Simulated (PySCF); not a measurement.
# One molecule, several mistakes: BCGeH7N cation

These are calculations, not measurements. The program is PySCF 2.14.0, an open-source quantum chemistry code, run on an isolated molecule that a program drew, which may never have been made. The molecule is BCGeH7N cation (charge +1, singlet), drawn as the SMILES string `C[B+][NH][GeH3]`.

Each row is a Hartree-Fock (HF) and frozen-core CCSD(T) single point in the cc-pVDZ basis, meant for a local HF minimum. Run 1 is clean. Each other run has one planted mistake out of seven kinds, and not every kind appears here: one electron removed, one electron added, multiplicity raised by two, geometry at a saddle point, minimal basis STO-3G, one bond length entered in bohr, all coordinates scaled. The reference is restricted for singlets and unrestricted otherwise, and also for a bond in bohr. Adding or removing an electron swaps singlet and doublet. Electrons count all cores. HOMO and LUMO are orbital energies over both spins, the gradient is its largest component, and the lowest frequency (negative if imaginary) is given only where the gradient is small. Bond lengths are over the 10 bonds as drawn. T1 is the CCSD diagnostic: over 0.02 (restricted) or 0.045 (unrestricted) a single reference is doubtful. Germanium has the cc-pVDZ-PP basis, with a core potential (ECP10MDF) in place of its 10 inner electrons, and its 3s, 3p and 3d shells are frozen in CCSD(T).

Geometry of the clean run:
```xyz
11
BCGeH7N cation, angstrom
C    -2.8183    0.9656    0.7678
B    -1.3844    0.7870    1.2316
N    -0.1330    0.6703    1.5968
Ge    1.4333    1.6259    0.8592
H    -2.8446    1.7461   -0.0001
H    -3.4527    1.2781    1.6001
H    -3.2019    0.0389    0.3362
H     0.0812    0.0200    2.3417
H     0.7950    2.4978   -0.2040
H     2.3041    0.5061    0.3337
H     1.9784    2.3705    2.0579
```

```
run,electrons,basis functions,<S^2>,HOMO (eV),LUMO (eV),gradient (hartree/bohr),lowest frequency (cm^-1),mean bond (Å),longest bond (Å),T1,HF (hartree),CCSD(T) (hartree),mistake
1,56,100,0.000,-17.10,-2.52,3.4e-05,24,1.3636,1.978,0.0126,-414.26759,-414.80170,no fault
2,56,100,2.019,-11.41,-6.68,1.5e-01,-,1.3636,1.978,0.0245,-414.07453,-414.58006,multiplicity raised by two
3,55,100,0.761,-22.96,-13.75,1.4e-01,-,1.3636,1.978,0.0631,-413.69883,-414.19922,one electron removed
4,56,100,0.000,-16.42,-2.94,6.0e-02,-,1.4850,2.154,0.0159,-414.19944,-414.75469,all coordinates scaled
5,57,100,0.770,-4.64,3.09,7.8e-02,-,1.3636,1.978,0.0176,-414.39756,-414.95183,one electron added
6,56,100,1.018,-14.71,-4.27,1.6e-02,-,1.4801,2.473,0.0222,-414.04380,-414.55030,?
```

**Which mistake was planted in run 6, and what did it cost?**

The mean bond changes by a factor of 1.085 and the longest by 1.250, so the molecule wasn't scaled as a whole. A length L in bohr read as angstrom grows by (1/0.5292 - 1) L = 0.890 L. The 10 bonds together grew by 10 x 0.1165 = 1.165 Å, which gives L = 1.309 Å. That is bond B2-N3, 1.309 Å in the clean geometry. So the mistake is: one bond length entered in bohr. Subtracting run 1 and multiplying by 627.51 kcal/mol a hartree, the energy moved by 140.4 kcal/mol in HF and 157.8 kcal/mol in CCSD(T).

Cautions from the logs. Run 3: T1 is over the limit, so its CCSD(T) energy is less reliable.
